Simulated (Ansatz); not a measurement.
Born–Oppenheimer molecular dynamics of H$_{7}$NOSi$_{2}$ (11 atoms, charge 0, multiplicity 1). It starts from a relaxed structure.

The calculation used RKS B3LYP-D4/6-31G* (Ansatz 0.2.0).

| Item | Value |
| --- | --- |
| ensemble | NVE (velocity Verlet) |
| time step | 0.5 fs |
| steps asked | 100 |
| starting velocities drawn for | 300 K |
| masses | H 2.014 u |
| seed | 393140 |

First frame:

```xyz
11
Properties=species:S:1:pos:R:3
Si -0.011 -0.117 -0.035
O -0.136 -0.324 1.609
Si -1.263 -0.489 2.804
H -1.830 -1.867 2.818
H -0.614 -0.225 4.112
H -2.389 0.471 2.620
H 1.426 -0.284 -0.346
H -0.522 1.234 -0.382
N -0.904 -1.222 -1.007
H -1.892 -1.086 -1.179
H -0.651 -2.201 -1.065
```

Question: How far do the bonds stretch over the last three quarters of this one trajectory? (Pairs bonded in most of those frames.)

Answer: 
```json
{"bond": "Si1–O2", "mean (Å)": "1.666", "spread (Å)": "0.034", "shortest": "1.61", "longest": "1.71"}
{"bond": "Si1–H7", "mean (Å)": "1.484", "spread (Å)": "0.022", "shortest": "1.45", "longest": "1.52"}
{"bond": "Si1–H8", "mean (Å)": "1.488", "spread (Å)": "0.015", "shortest": "1.47", "longest": "1.51"}
{"bond": "Si1–N9", "mean (Å)": "1.728", "spread (Å)": "0.043", "shortest": "1.66", "longest": "1.79"}
{"bond": "O2–Si3", "mean (Å)": "1.657", "spread (Å)": "0.022", "shortest": "1.61", "longest": "1.68"}
{"bond": "Si3–H4", "mean (Å)": "1.489", "spread (Å)": "0.007", "shortest": "1.48", "longest": "1.50"}
{"bond": "Si3–H5", "mean (Å)": "1.485", "spread (Å)": "0.005", "shortest": "1.48", "longest": "1.49"}
{"bond": "Si3–H6", "mean (Å)": "1.493", "spread (Å)": "0.018", "shortest": "1.47", "longest": "1.52"}
{"bond": "N9–H10", "mean (Å)": "1.013", "spread (Å)": "0.019", "shortest": "0.98", "longest": "1.04"}
{"bond": "N9–H11", "mean (Å)": "1.013", "spread (Å)": "0.020", "shortest": "0.98", "longest": "1.04"}
```

Mean temperature of the second half: 135 K. The conserved energy stayed within 0.077 meV per atom of its start (net change 0.039 meV per atom), so the integration is sound. A run of 0.05 ps of so small a system gives no equilibrium averages.

The run took 11 min on 1 thread of Arm Neoverse N1 (shared host), peak memory 0.16 GiB.
